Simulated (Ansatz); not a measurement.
`[SH][Zn][Cl]`. Charge 0, multiplicity 1. The structure was optimised at the PBE0-D4/def2-TZVP level. It is one conformer, not always the lowest.

```xyz
4

S    -1.003    1.225    0.338
Zn    0.268   -0.281   -0.528
Cl    1.498   -1.737   -1.399
H    -0.763    0.793    1.589
```

What is the dipole moment at ωB97M-V/def2-TZVPP? (An estimate is asked.)

Ansatz gave: 1.18 D, with components (-0.41, 0.41, 1.02) D in this frame, pointing from negative to positive charge.

And with PBE, r2SCAN, B3LYP? (Best estimate.)

Ansatz gave: PBE 1.21 D, r2SCAN 1.24 D, B3LYP 1.22 D.

Give the Mulliken charges with ωB97M-V, PBE, r2SCAN in def2-TZVPP. (An estimate is asked.)

Ansatz gave: 
```csv
atom,ωB97M-V,PBE,r2SCAN
S1,-0.28,-0.25,-0.28
Zn2,0.47,0.42,0.49
Cl3,-0.31,-0.28,-0.32
H4,0.12,0.12,0.11
```

B3LYP here is the variant with VWN-RPA as its local correlation; programs differ in this.
